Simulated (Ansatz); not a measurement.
**Question.** Name a neutral molecule of C, Cl, Ga, N, O, Si and H with HOMO energy (PBE0/def2-TZVPP) between -7.80 and -7.50 eV and LUMO energy (B3LYP/def2-TZVPP) between -1.30 and -1.00 eV (Ansatz, PBE0-D4/def2-TZVP geometry).

**Answer.** `[SiH3]O/C=[N]\[GaH][Cl]` (-7.63 eV, -1.20 eV). Other molecules can fit too; these were computed, each in one conformer that needn't be the lowest.

B3LYP here is the variant with VWN-RPA as its local correlation; programs differ in this.
